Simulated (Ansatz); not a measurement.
CH$_{2}$BClFN, SMILES `C=NB(F)Cl`. The species carries charge 0 and has multiplicity 1.

```xyz
7

C    -0.677   -0.552    0.994
N     0.242   -0.210    0.229
B     0.674    0.395   -0.939
F     0.910   -0.320   -2.030
Cl    1.043    2.117   -0.965
H    -0.458   -1.058    1.940
H    -1.735   -0.371    0.771
```

Problem. What are the harmonic wavenumbers in cm⁻¹ at PBE0-D4/def2-TZVP (Ansatz, finite differences of forces, unscaled)? (Estimate.)

Solution. Ansatz gave: 116, 140, 326, 389, 555, 568, 663, 1118, 1137, 1203, 1350, 1549, 1929, 3025, 3105.

Problem. Is this a minimum?

Solution. Yes, all 15 modes are real.

Problem. Give the ideal-gas thermochemistry at 298.15 K and 1 bar (rigid rotor, harmonic oscillator; point group C1, symmetry number 1).

Solution. Zero-point energy 102.7 kJ/mol; H(298) − E = 119.6 kJ/mol; entropy 317.9 J/(mol·K), of which translation 165.4, rotation 111.4, vibration 41.1; G(298) − E = 24.8 kJ/mol.

Problem. And at 400, 500, 600, 800 and 1000 K?

Solution. 
```tsv
T (K)	H − E (kJ/mol)	S (J/mol/K)	G − E (kJ/mol)
400	128.3	343.0	-8.9
500	137.9	364.4	-44.3
600	148.5	383.6	-81.7
800	171.6	416.8	-161.9
1000	196.7	444.8	-248.1
```
